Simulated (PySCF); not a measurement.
Molecule: SMILES C/C=C/[CH2][AlH2-][NH3+], C4H12AlN.

Geometry:
```csv
atom,x (Å),y (Å),z (Å)
C1,2.050,0.513,-1.058
C2,0.984,0.328,-0.024
C3,0.680,-0.843,0.574
C4,-0.387,-1.093,1.563
Al5,-2.003,-1.836,0.609
N6,-2.018,-0.476,-0.929
H7,2.505,-0.449,-1.339
H8,1.664,0.982,-1.980
H9,2.857,1.171,-0.693
H10,0.473,1.239,0.323
H11,1.237,-1.730,0.235
H12,-0.683,-0.171,2.092
H13,-0.070,-1.831,2.318
H14,-1.757,-3.201,-0.204
H15,-3.430,-1.595,1.305
H16,-1.041,-0.143,-0.986
H17,-2.621,0.330,-0.770
H18,-2.268,-0.883,-1.830
```

Geometry PBE0-D3(BJ)/def2-SVP throughout; GIAO in PySCF 2.14.0 with density-fitted response routines, gas phase, one conformer, non-relativistic; equivalent atoms averaged; basis pcSseg-1.

**Question.** How do the absolute shieldings σ depend on the functional? (a selection of nuclei; ppm; last column core-seconds on 1 thread of an Arm Neoverse V1, shared host; the GGAs took longer than the global hybrids here, which isn't the general rule, and the cause wasn't traced)

**Answer.** 
```csv
functional,kind,C3,C2,C1,C4,N6,H10,H14/H15,H7/H8/H9,H12/H13,core-s
HF,Hartree–Fock,35.3,72.8,172.0,176.2,247.9,26.93,28.13,29.93,30.74,14
LDA,LDA,26.5,60.2,159.7,156.6,243.7,25.90,26.60,28.99,29.32,29
PBE,GGA,32.0,64.1,158.2,157.5,239.8,26.37,27.23,29.37,29.79,33
BLYP,GGA,25.9,58.7,153.1,152.6,235.7,26.60,27.53,29.53,30.05,33
BP86,GGA,31.6,63.9,157.8,157.2,239.1,26.45,27.32,29.44,29.86,33
OPBE,GGA,44.1,74.3,163.5,164.1,242.5,26.42,27.40,29.40,29.79,36
KT2,GGA,43.6,73.7,161.7,161.7,241.8,26.41,27.22,29.36,29.77,31
KT3,GGA,44.6,74.3,160.6,161.4,239.8,26.62,27.64,29.51,29.99,31
B97-D,GGA,35.2,67.0,157.1,157.9,238.0,26.66,27.70,29.57,30.10,29
B3LYP,global hybrid,26.7,61.1,157.9,158.3,239.1,26.62,27.63,29.58,30.16,18
PBE0,global hybrid,32.9,66.8,163.5,164.1,243.5,26.44,27.42,29.47,29.97,22
mPW1PW91,global hybrid,31.9,66.0,162.5,163.3,242.4,26.51,27.51,29.52,30.03,19
WP04,global hybrid,21.0,55.9,150.2,151.6,230.2,27.07,28.63,29.86,30.47,19
B97-2,global hybrid,35.6,68.9,162.5,163.8,242.0,26.60,27.68,29.58,30.11,20
BHandHLYP,global hybrid,28.7,64.7,163.7,165.4,243.2,26.68,27.81,29.67,30.34,19
CAM-B3LYP,range-separated hybrid,25.9,62.1,162.3,163.1,242.9,26.52,27.55,29.58,30.19,27
wB97X-D,range-separated hybrid,31.0,66.3,164.0,165.8,243.3,26.55,27.58,29.63,30.20,27
LC-wPBE,range-separated hybrid,30.5,67.3,169.1,171.2,247.5,26.45,27.57,29.63,30.21,37
```

**Question.** Which nucleus among those listed moves most, in ppm?

**Answer.** C4 (allylic sp3 CH2 bonded to Al): from 151.6 ppm with WP04 to 176.2 ppm with HF. The smallest spread is 0.93 ppm, at H7/H8/H9. Proton shifts span only some 12 ppm, so a few tenths of a ppm matter as much there as several ppm in carbon.
